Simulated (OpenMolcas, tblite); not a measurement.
## A ladder of methods for AlSi2H5O (SMILES [SiH3][Al]1[O][SiH2]1)

AlSi2H5O: 9 atoms, total charge 0, spin state singlet. As SMILES, `[SiH3][Al]1[O][SiH2]1`. Geometry: relaxed at PBE0-D4/def2-TZVP.

Quantity: the vertical energy of the triplet above the singlet, in eV. The values are calculated.

```
                                                       level                   kind     program  value (eV)  less CCSD(T)/6-31G*  CPU time (all runs)
                                                    GFN2-xTB         semi-empirical      tblite        1.56                -1.27            under 2 s
                                                   IPEA1-xTB         semi-empirical      tblite        2.45                -0.38            under 2 s
                             HF/6-31G* (spherical functions)           Hartree–Fock  OpenMolcas        2.53                -0.30                 25 s
                          SVWN5/6-31G* (spherical functions)                    LDA  OpenMolcas        2.70                -0.13                 92 s
                            PBE/6-31G* (spherical functions)                    GGA  OpenMolcas        2.58                -0.25                2 min
                           TPSS/6-31G* (spherical functions)               meta-GGA  OpenMolcas        2.63                -0.20              2.5 min
                          BHLYP/6-31G* (spherical functions)          global hybrid  OpenMolcas        2.87                +0.04                100 s
CCSD(T)/6-31G* (spherical functions), open shells restricted  coupled cluster or CI  OpenMolcas        2.83                 0.00                 83 s
```

Differences are taken from CCSD(T)/6-31G* (spherical functions), open shells restricted for orientation; it has basis-set and higher-order errors of its own. The values span 1.56 to 2.87 eV. CPU times are rough (shared hosts, several kinds of processor): they show what a rung costs within a factor of a few.
